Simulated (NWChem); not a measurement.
All runs are NWChem calculations. System: hexane (C$_{6}$H$_{14}$), charge 0, spin multiplicity 1, at a geometry optimised with PBE0/def2-SVP. Level: RHF/def2-SVP.

The NWChem input:

```
start mol
memory heap 200 mb stack 900 mb global 1100 mb
geometry units angstroms nocenter noautoz noautosym
  C      2.865773     0.888972    -0.343099
  C      1.845427     0.046525     0.406823
  C      0.461400     0.054201    -0.230683
  C     -0.562746    -0.785708     0.523521
  C     -1.945814    -0.848799    -0.121115
  C     -2.685335     0.481029    -0.173808
  H      2.995269     0.533796    -1.378402
  H      2.552652     1.944391    -0.396224
  H      3.853184     0.860552     0.142697
  H      2.206070    -0.995303     0.477959
  H      1.764939     0.403712     1.449131
  H      0.110081     1.098511    -0.308098
  H      0.537248    -0.312699    -1.271417
  H     -0.659758    -0.399754     1.555434
  H     -0.170663    -1.813051     0.626444
  H     -1.849469    -1.257084    -1.143385
  H     -2.559564    -1.578826     0.433696
  H     -2.800051     0.913641     0.833781
  H     -3.693816     0.361014    -0.598693
  H     -2.158346     1.223786    -0.792751
end
basis spherical
  * library def2-svp
end
scf
  rhf
  nopen 0
  maxiter 100
  thresh 1e-7
  semidirect memsize 60000000 filesize 0
end
task scf energy
```

Output (cleaned and shortened):

```
             Northwest Computational Chemistry Package (NWChem) 7.3.0
             --------------------------------------------------------

                                NWChem Input Module
                                -------------------

 Scaling coordinates for geometry "geometry" by  1.889725989
 (inverse scale =  0.529177249)

                             Geometry "geometry" -> ""
                             -------------------------

 Output coordinates in angstroms (scale by  1.889725989 to convert to a.u.)

  No.       Tag          Charge          X              Y              Z
 ---- ---------------- ---------- -------------- -------------- --------------
    1 C                    6.0000     2.86577300     0.88897200    -0.34309900
    2 C                    6.0000     1.84542700     0.04652500     0.40682300
    3 C                    6.0000     0.46140000     0.05420100    -0.23068300
    4 C                    6.0000    -0.56274600    -0.78570800     0.52352100
    5 C                    6.0000    -1.94581400    -0.84879900    -0.12111500
    6 C                    6.0000    -2.68533500     0.48102900    -0.17380800
    7 H                    1.0000     2.99526900     0.53379600    -1.37840200
    8 H                    1.0000     2.55265200     1.94439100    -0.39622400
    9 H                    1.0000     3.85318400     0.86055200     0.14269700
   10 H                    1.0000     2.20607000    -0.99530300     0.47795900
   11 H                    1.0000     1.76493900     0.40371200     1.44913100
   12 H                    1.0000     0.11008100     1.09851100    -0.30809800
   13 H                    1.0000     0.53724800    -0.31269900    -1.27141700
   14 H                    1.0000    -0.65975800    -0.39975400     1.55543400
   15 H                    1.0000    -0.17066300    -1.81305100     0.62644400
   16 H                    1.0000    -1.84946900    -1.25708400    -1.14338500
   17 H                    1.0000    -2.55956400    -1.57882600     0.43369600
   18 H                    1.0000    -2.80005100     0.91364100     0.83378100
   19 H                    1.0000    -3.69381600     0.36101400    -0.59869300
   20 H                    1.0000    -2.15834600     1.22378600    -0.79275100

 Effective nuclear repulsion energy (a.u.)     247.1659974908

            Nuclear Dipole moment (a.u.)
            ----------------------------
        X                 Y               Z
 ---------------- ---------------- ----------------
     0.0000113384     0.0000113384     0.0000113384


 Summary of "ao basis" -> "" (spherical)
 ------------------------------------------------------------------------------
       Tag                 Description            Shells   Functions and Types
 ---------------- ------------------------------  ------  ---------------------
 *                          def2-svp                  on all atoms

 Summary of "ao basis" -> "ao basis" (spherical)
 ------------------------------------------------------------------------------
       Tag                 Description            Shells   Functions and Types
 ---------------- ------------------------------  ------  ---------------------
 C                          def2-svp                 6       14   3s2p1d
 H                          def2-svp                 3        5   2s1p

                                 NWChem SCF Module
                                 -----------------

  ao basis        = "ao basis"
  functions       =   154
  atoms           =    20
[...]
   12   -0.7641
   13   -0.6430
   14   -0.6159
   15   -0.5981
   16   -0.5720
   17   -0.5630
   18   -0.5372
   19   -0.5151
   20   -0.5027
   21   -0.4827
   22   -0.4693
   23   -0.4549
   24   -0.4528
   25   -0.4451
   26    0.1742
   27    0.1885
   28    0.2045
   29    0.2077
   30    0.2332
   31    0.2444
   32    0.2525
   33    0.2685
   34    0.2798
   35    0.2843

                       ROHF Final Molecular Orbital Analysis
                       -------------------------------------

 Vector   23  Occ=2.000000D+00  E=-4.548942D-01
              MO Center= -2.7D-01, -3.3D-01,  9.6D-02, r^2= 4.3D+00
   Bfn.  Coefficient  Atom+Function         Bfn.  Coefficient  Atom+Function
  ----- ------------  ---------------      ----- ------------  ---------------
   120     -0.246996  14 H  s                48     -0.243212   4 C  pz
   115     -0.240231  13 H  s                34      0.231742   3 C  pz
   130     -0.202446  16 H  s                62      0.195487   5 C  pz
   105     -0.170599  11 H  s                20     -0.156004   2 C  pz

 Vector   24  Occ=2.000000D+00  E=-4.527897D-01
              MO Center=  2.9D-02, -1.9D-01,  9.4D-02, r^2= 4.6D+00
   Bfn.  Coefficient  Atom+Function         Bfn.  Coefficient  Atom+Function
  ----- ------------  ---------------      ----- ------------  ---------------
   110      0.239797  12 H  s               125      0.223287  15 H  s
    33      0.192363   3 C  py               18      0.183031   2 C  px
   100      0.178853  10 H  s                47     -0.165351   4 C  py
    32     -0.163572   3 C  px               60     -0.158145   5 C  px
    46      0.156273   4 C  px

 Vector   25  Occ=2.000000D+00  E=-4.451073D-01
              MO Center= -2.7D-01, -2.4D-01,  4.2D-02, r^2= 5.5D+00
   Bfn.  Coefficient  Atom+Function         Bfn.  Coefficient  Atom+Function
  ----- ------------  ---------------      ----- ------------  ---------------
    46     -0.239646   4 C  px               32      0.228474   3 C  px
   135     -0.227069  17 H  s                60      0.219185   5 C  px
    18     -0.195601   2 C  px               33      0.182375   3 C  py
     4      0.171335   1 C  px               47     -0.150919   4 C  py

 Vector   26  Occ=0.000000D+00  E= 1.742441D-01
              MO Center= -2.0D-01, -3.1D-02, -7.5D-03, r^2= 1.0D+01
   Bfn.  Coefficient  Atom+Function         Bfn.  Coefficient  Atom+Function
  ----- ------------  ---------------      ----- ------------  ---------------
    73      1.209495   6 C  s                31      0.983572   3 C  s
     3      0.974996   1 C  s                17      0.790461   2 C  s
    45      0.762776   4 C  s                59      0.764819   5 C  s
   116     -0.639742  13 H  s               111     -0.599312  12 H  s
   146     -0.581765  19 H  s               126     -0.571144  15 H  s

 Vector   27  Occ=0.000000D+00  E= 1.884731D-01
              MO Center=  5.6D-01,  2.2D-01, -9.6D-02, r^2= 1.4D+01
   Bfn.  Coefficient  Atom+Function         Bfn.  Coefficient  Atom+Function
  ----- ------------  ---------------      ----- ------------  ---------------
     3      1.913531   1 C  s                59     -1.086453   5 C  s
    73     -1.082678   6 C  s                17      0.853226   2 C  s
    96     -0.857204   9 H  s                91     -0.829499   8 H  s
    86     -0.820706   7 H  s               136      0.752662  17 H  s
   146      0.645252  19 H  s               131      0.581696  16 H  s

 Vector   28  Occ=0.000000D+00  E= 2.044628D-01
              MO Center= -2.2D-01, -1.4D-01,  9.2D-02, r^2= 9.4D+00
   Bfn.  Coefficient  Atom+Function         Bfn.  Coefficient  Atom+Function
  ----- ------------  ---------------      ----- ------------  ---------------
    73      1.780572   6 C  s                45     -1.506608   4 C  s
    17     -1.215995   2 C  s                31      1.121510   3 C  s
   126      1.119390  15 H  s               151     -0.963760  20 H  s
   101      0.901273  10 H  s               111     -0.814279  12 H  s
     3      0.649511   1 C  s                59     -0.638136   5 C  s

 center of mass
 --------------
 x =  -0.00278192 y =  -0.02139662 z =   0.00805285

 moments of inertia (a.u.)
 ------------------
         235.011259131260        -179.792052178700          -2.104316247458
        -179.792052178700        1334.112628448163          39.101819918840
          -2.104316247458          39.101819918840        1425.821781220300

  Mulliken analysis of the total density
  --------------------------------------

    Atom       Charge   Shell Charges
 -----------   ------   -------------------------------------------------------
    1 C    6     6.03   1.99  0.86  0.20  2.03  0.91  0.04
    2 C    6     6.09   1.99  0.87  0.24  2.04  0.90  0.05
    3 C    6     6.09   1.99  0.87  0.24  2.04  0.90  0.05
    4 C    6     6.06   1.99  0.87  0.23  2.04  0.88  0.05
    5 C    6     6.07   1.99  0.87  0.24  2.04  0.89  0.05
    6 C    6     6.05   1.99  0.86  0.22  2.03  0.92  0.04
    7 H    1     0.97   0.76  0.19  0.02
    8 H    1     0.97   0.76  0.19  0.02
    9 H    1     0.97   0.75  0.19  0.02
   10 H    1     0.97   0.76  0.19  0.02
   11 H    1     0.97   0.76  0.19  0.02
   12 H    1     0.97   0.76  0.19  0.02
   13 H    1     0.98   0.76  0.19  0.02
   14 H    1     0.98   0.76  0.19  0.02
   15 H    1     0.97   0.76  0.19  0.02
   16 H    1     0.97   0.76  0.19  0.02
   17 H    1     0.97   0.76  0.18  0.02
   18 H    1     0.97   0.76  0.19  0.02
   19 H    1     0.97   0.75  0.19  0.02
   20 H    1     0.97   0.76  0.19  0.02

       Multipole analysis of the density wrt the origin
       ------------------------------------------------

     L   x y z        total         open         nuclear
     -   - - -        -----         ----         -------
     0   0 0 0     -0.000000      0.000000     50.000000

     1   1 0 0     -0.004505      0.000000      0.000011
     1   0 1 0     -0.015823      0.000000      0.000011
     1   0 0 1      0.004747      0.000000      0.000011

     2   2 0 0    -31.955446      0.000000    764.446318
     2   1 1 0     -0.074929      0.000000    105.406687
     2   1 0 1     -0.003838      0.000000      0.633305
     2   0 2 0    -31.547810      0.000000    112.253730
     2   0 1 1      0.260991      0.000000    -24.243123
     2   0 0 2    -31.443263      0.000000     57.275724

 Task  times  cpu:       21.9s     wall:       21.9s

 Total times  cpu:       21.9s     wall:       21.9s
```
